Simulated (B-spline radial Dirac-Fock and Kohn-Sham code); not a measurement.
## Ru⁵⁺: non-radiative channels of the M3 vacancy

System: the Ru⁵⁺ ion in the configuration [Kr] 4d3, inside a Watson sphere of charge -5 and radius 1.6 Å (a model of the Madelung potential; inside it an electron's potential energy is raised by 45.0 eV).

These are calculated numbers from a B-spline atomic structure program; the model is independent-particle radiative and Coulomb Auger rates from relativistic LDA hole-state orbitals, with Dirac-Fock energies. Kinetic energies are configuration averages from the vacuum level; the two-hole energies are estimated from single-hole states.

```csv
transition,kinetic energy (eV),width (meV),share (%)
M3-M4N1,40.42,122,3.3
M3-M5N1,44.60,588,16.1
M3-M4N2,76.11,87.7,2.4
M3-M4N3,79.98,597,16.3
M3-M5N2,80.06,579,15.8
M3-M5N3,84.28,1290,35.2
M3-M4N4,130.0,15.2,0.4
M3-M5N4,133.9,42.5,1.2
M3-M5N5,134.6,91.2,2.5
M3-N1N3,293.7,45.0,1.2
M3-N2N3,327.1,48.5,1.3
M3-N3N3,330.6,73.4,2.0
M3-N3N4,379.6,25.9,0.7
M3-N3N5,380.5,35.9,1.0
```

Coster-Kronig rates are the weakest part of this model and often come out 1.5 to 2.5 times too large. The listed channels hold 99 % of the non-radiative rate. Summed by principal shells, of 3.66 eV in all: MMN 93.5 %, MNN 6.5 %.
